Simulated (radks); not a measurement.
Species: Se3+. Configuration: [Ar] 3d10 4s2 4p1.

Method: scalar-relativistic Kohn-Sham, BLYP, spin-unpolarised, spherical densities, point nucleus; computed with a radial shooting solver on a logarithmic mesh with Libxc functionals.

Energy parts (Ry):
| part | energy |
|---|---|
| total | -4856.23990 |
| kinetic | 4955.87853 |
| electron-nucleus | -11624.37846 |
| Hartree | 1986.71774 |
| exchange-correlation | -174.45771 |

Orbitals (lengths in bohr, moments of r in powers of bohr; <r^-3> diverges for s and p1/2; r(90%) holds 90 % of the orbital's charge):
| orbital | occ. | eigenvalue (Ry) | <r^-3> | <1/r> | r(90%) | <r^4> |
|---|---|---|---|---|---|---|
| 1s | 2 | -922.0717 | - | 34.56 | 0.0788 | 0.00001763 |
| 2s | 2 | -120.8460 | - | 7.632 | 0.303 | 0.003546 |
| 2p | 6 | -106.6419 | 1228 | 7.476 | 0.279 | 0.002578 |
| 3s | 2 | -18.34455 | - | 2.489 | 0.856 | 0.2296 |
| 3p | 6 | -13.90255 | 174.5 | 2.338 | 0.902 | 0.2827 |
| 3d | 10 | -6.56367 | 20.09 | 2.039 | 1.04 | 0.5276 |
| 4s | 2 | -3.62590 | - | 0.8092 | 2.40 | 14.06 |
| 4p | 1 | -2.67694 | 17.73 | 0.6943 | 2.79 | 25.57 |
| 4d | 0 | -1.44254 | 1.250 | 0.4779 | 4.04 | 110.4 |
| 5s | 0 | -1.37012 | - | 0.3630 | 5.18 | 313.8 |

The highest occupied level is 4p at -36.422 eV. Summed over all electrons, <r^2> = 18.54 bohr^2, which gives a Langevin (diamagnetic) susceptibility term of -14.7 x 10^-6 cm^3/mol. The density falls to 0.001 e/bohr^3 at r = 3.28 bohr.
